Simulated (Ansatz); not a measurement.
Saddle point of Si₃NH₇F₄, singlet (SiF₄ ([F][Si]([F])([F])[F]) + Si₂NH₇ ([SiH3][NH][SiH3]) → Si₃NH₆F₃ ([F][Si]([F])([F])[N]([SiH3])[SiH3]) + HF; bonds formed: Si1–N7, F2–H6; bonds broken: Si1–F2, H6–N7), PBE0-D4/def2-TZVP structure:

```tsv
atom	x (Å)	y (Å)	z (Å)
Si1	-1.1284	0.5990	-1.0364
F2	-0.5027	2.2878	-0.1422
F3	-1.4879	-0.8801	-1.5433
F4	-2.5593	1.0435	-0.5498
F5	-0.5530	1.2138	-2.3690
H6	0.0492	1.4075	0.3497
N7	0.1183	0.1411	0.1847
Si8	1.7285	-0.3095	-0.4397
Si9	-0.4264	-0.8656	1.5525
H10	1.5954	-1.4024	-1.4273
H11	2.5008	-0.7689	0.7408
H12	2.3384	0.8961	-1.0402
H13	-0.1283	-2.2843	1.2459
H14	-1.8780	-0.6457	1.7273
H15	0.3333	-0.4324	2.7473
```

Energies are electronic, without zero-point energy. Barriers and step energies count from the start structure reached by relaxing down the imaginary mode; all methods use the PBE0-D4 structures, on which another method's saddle can fall below an end. Program: Ansatz 0.2.0. Basis: def2-TZVPP, with def2-QZVPP for the basis limit. Cores are frozen in the correlated methods. B3LYP uses VWN-RPA correlation. Extrapolation: Hartree–Fock as exp(−7.88 √X), correlation as X^−2.97.

```json
{"method": "SPW92", "barrier (eV)": "0.814", "step energy (eV)": "0.492"}
{"method": "PBE-D4", "barrier (eV)": "1.214", "step energy (eV)": "0.561"}
{"method": "BLYP-D4", "barrier (eV)": "1.442", "step energy (eV)": "0.652"}
{"method": "r2SCAN-D4", "barrier (eV)": "1.374", "step energy (eV)": "0.690"}
{"method": "B97M-V", "barrier (eV)": "1.667", "step energy (eV)": "0.821"}
{"method": "PBE0-D4", "barrier (eV)": "1.368", "step energy (eV)": "0.605"}
{"method": "B3LYP-D4", "barrier (eV)": "?", "step energy (eV)": "0.689"}
{"method": "r2SCAN0-D4", "barrier (eV)": "?", "step energy (eV)": "0.697"}
{"method": "BHLYP-D4", "barrier (eV)": "1.712", "step energy (eV)": "0.747"}
{"method": "CAM-B3LYP-D4", "barrier (eV)": "?", "step energy (eV)": "0.722"}
{"method": "wB97X-V", "barrier (eV)": "1.463", "step energy (eV)": "0.671"}
{"method": "wB97M-V", "barrier (eV)": "1.437", "step energy (eV)": "0.662"}
{"method": "B2PLYP", "barrier (eV)": "1.586", "step energy (eV)": "0.720"}
{"method": "PBE-QIDH", "barrier (eV)": "1.461", "step energy (eV)": "0.637"}
{"method": "RPA on PBE", "barrier (eV)": "1.523", "step energy (eV)": "0.673"}
{"method": "HF", "barrier (eV)": "2.307", "step energy (eV)": "0.958"}
{"method": "MP2", "barrier (eV)": "1.477", "step energy (eV)": "0.633"}
{"method": "CCSD", "barrier (eV)": "1.667", "step energy (eV)": "0.713"}
{"method": "CCSD(T)", "barrier (eV)": "1.540", "step energy (eV)": "0.664"}
```

(1) Fill in the withheld barriers. (An estimate is asked for; the value comes from the calculation.)

No T1 diagnostic of these runs exceeds 0.013.

Answers

(1) By the calculation: CAM-B3LYP-D4 1.523; B3LYP-D4 1.542; r2SCAN0-D4 1.470 eV. Each is the energy of the saddle less that of the start structure, by the same method.

For comparison, the barrier by CCSD(T) at an estimated basis limit (MP2 extrapolated from triple and quadruple zeta, plus CCSD(T) − MP2 in triple zeta) is 1.530 eV.

The step is the kind of exchange with an N–H group that builds nitride films in atomic layer and chemical vapour deposition. Here a small cluster stands in for the surface site.

Labels in which every atom is bracketed show which atoms are joined, not bond orders.

For scale, one of the runs: CCSD(T)/def2-TZVPP, 379 basis functions, launched by `ansatz run in.yaml --threads 2 --pin off --events-out ev --progress --plain --max-ram 20480MiB --backend cuda --devices 0, --max-vram 18GiB`. Hardware: 2 CPU threads of an AMD EPYC 7R13 and a share of one NVIDIA H100, shared host. Wall time 22 s; peak host memory 0.88 GiB.
